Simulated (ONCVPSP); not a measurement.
**Ranking ONCV potentials for Mn (Z = 25)**

All share these settings but for the change named:

```json
{
  "Element": "manganese (Mn)",
  "Generator": "ONCVPSP 4.0.1",
  "Type": "optimised norm-conserving Vanderbilt (ONCV)",
  "Functional": "PBEsol",
  "Relativity": "scalar-relativistic",
  "Frozen core": "[Ne]",
  "Valence charge": "15",
  "Reference configuration": "3s2 3p6 3d5 4s1 (charge +1)",
  "Partial waves": "3s+4s: rc 1.35 bohr, ncon 4, nbas 8, qcut 10.8 1/bohr, 2 projectors; 3p: rc 1.05 bohr, ncon 4, nbas 7, qcut 15.8 1/bohr, 2 projectors, debl 1.3 Ha; 3d: rc 1.25 bohr, ncon 5, nbas 10, qcut 10.3 1/bohr, 2 projectors, debl 2.4 Ha",
  "Local potential": "polynomial inside 0.65 bohr (lpopt 5, dvloc0 -1 Ha)",
  "Core correction": "Teter function, fcfact 4.25, rcfact 1.75"
}
```

In the p channel the program set the typed energies aside and used -2.305, 0.250 Ha.

Cutoff: the first of the cutoffs (Ha) at which the residual kinetic energy of the hardest occupied pseudo-wave falls to 1 and 0.1 mHa per electron; the density cutoff is not measured.

The base gives 60 Ha.

Of 8 variants that were run, those that failed, showed a ghost or another fault, or gave nearly equal values are left out.

A variant can come out equal or close to the base.

(1) Rank these variants from softest to hardest (loose cutoff).
A. p: qcut 16
B. p: qcut 19.3
C. p: qcut 11.7

## Answers

(1) C (53 Ha), A (62 Ha), B (81 Ha).
